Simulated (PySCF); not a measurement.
CH₅Ge₂N, SMILES [CH]1=[N][GeH2][GeH2]1. Heavy atoms are numbered as in [CH:1]1=[N:2][GeH2:3][GeH2:4]1. Hydrogens are named by the atom that carries them.

Geometry optimised at B3LYP-D3(BJ)/def2-SVP. The structure was generated by enumeration, and PubChem lists no compound with its InChIKey, so it may never have been made.

Calculation: PBE/pcSseg-1 run with PySCF.

GIAO shieldings, no solvent; atoms alike by connectivity are averaged. δ = σ(ref) − σ: ¹³C against TMS (σ = 182.0 ppm); ¹⁵N against NH3 (σ = 267.0 ppm); ⁷³Ge against GeH4 (σ = 1614.4 ppm); ¹H against TMS (σ = 31.49 ppm), references at their B3LYP-D3(BJ)/def2-TZVP geometries, non-relativistic.

| nucleus | atoms | count | δ (ppm) |
|---|---|---|---|
| ¹³C | C1 (CH) | 1 | 207.9 |
| ¹⁵N | N2 | 1 | 555.7 |
| ⁷³Ge | Ge3 (GeH2) | 1 | 303.6 |
| ⁷³Ge | Ge4 (GeH2) | 1 | 277.6 |
| ¹H | H on C1 | 1 | 10.17 |
| ¹H | H on Ge4 | 2 | 6.65 |
| ¹H | H on Ge3 | 2 | 6.38 |
